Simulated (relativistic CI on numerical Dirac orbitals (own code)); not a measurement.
Cu²⁺ in a cubic cluster: 1s photoemission with charge transfer

Computed with a charge-transfer multiplet model of a cubic metal-ligand cluster with up to one ligand hole, Slater and spin-orbit integrals from Dirac-Coulomb-Breit ions, Slater integrals scaled by 0.8. The parameters are those of a tetrahedral site (10Dq negative, t2 hopping the larger). The ground state mixes d9 with configurations of k ligand holes L, whose averages lie at kΔ + k(k − 1)U_dd/2; a core hole lowers each added d electron by U_cd. 300 K, Lorentzian 1.1 eV and Gaussian 0.6 eV FWHM.

Atomic integrals in eV (Slater integrals scaled, ζ unscaled), ground: F2dd 11.066, F4dd 6.905, zeta_d 0.099; with the core hole: F2dd 11.066, F4dd 6.905, zeta_d 0.136, G2cd 0.070.

Cluster parameters (eV): Δ = 3, U_dd = 7.5, U_cd = 8.5, 10Dq = -0.45, 10Dq(ligand) = 0, final-state hopping factor = 0.9.

Weights, n_d and S are thermal averages at 300 K. Binding energies count from the first peak over 30 % of the highest in each spectrum, which can be another peak from case to case. The parameters are a model scan and need not match a compound or its usual spin state. Peaks in eV (height, largest 100): 0.0 (100), 6.8 (79).

Which parameters give this spectrum?
A. V(eg) = 1.15 eV, V(t2g) = -1.95 eV
B. V(eg) = 1.45 eV, V(t2g) = -2.46 eV
C. V(eg) = 0.55 eV, V(t2g) = -0.93 eV
D. V(eg) = 0.85 eV, V(t2g) = -1.44 eV
E. V(eg) = 0.25 eV, V(t2g) = -0.42 eV

B. V(eg) = 1.45 eV, V(t2g) = -2.46 eV; the ground state then has 9.22 d electrons and S = 0.50. The choice follows from running the model for each set and comparing peak positions and heights.
